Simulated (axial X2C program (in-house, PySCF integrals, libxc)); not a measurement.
**Potential curves of PdC, spin-free**

Calculated with an in-house relativistic program for diatomic molecules. Spin-free means the one-electron spin-free X2C Hamiltonian. Basis: Pd dyall-cv3z [12s12p8d5f3g], C dyall-v3z [7s6p2d1f] (cores contracted in-house); Gaussian nuclei, density fitting, unrestricted open shells. Masses: Pd 105.903 u, C 12.000 u.

State: M_S = 1, Λ = 1 (beyond evenly filled blocks: σα, π+α). Energies in cm⁻¹ from the fragments at the same level (Pd + C). Fits are polynomials in 1 − R0/R over 0.85 to 1.23 times the lowest point R0.

```tsv
R (Å)	PBE0	B97-3
1.5916	-22656	-19690
1.6441	-24407	-21589
1.6965	-25279	-22613
1.7490	-25485	-22971
1.8102	-25099	-22762
1.8714	-24233	-22064
1.9501	-22657	-20688
```

The state is one determinant whose occupation by symmetry is held fixed; it was picked as the lowest of a PBE0 search that is not exhaustive. Dissociation energies refer to the lowest single-determinant-based atoms at the same level and basis. Other states lie close and PBE0, whose exact exchange favours high spin, may order them wrongly; the determinant shown need not be the ground state. The nearest other spin-free determinant of the search, M_S = 0, Λ = 0, lies 0.09 eV up at the distance of the search. Without a current term, density functionals place determinants with orbital angular momentum somewhat too high.

(1) Fit the PBE0 curve near its minimum: give the equilibrium distance, the harmonic wavenumber and the well depth.

(2) Fit the B97-3 curve near its minimum: give the equilibrium distance, the harmonic wavenumber and the well depth.

Answers

(1) At PBE0, spin-free: Re = 1.742 Å, ωe ≈ 769 cm⁻¹, De = 3.16 eV to Pd + C; Be follows as 0.516 cm⁻¹.

(2) At B97-3, spin-free: Re = 1.758 Å, ωe ≈ 737 cm⁻¹, De = 2.85 eV to Pd + C; Be follows as 0.506 cm⁻¹.
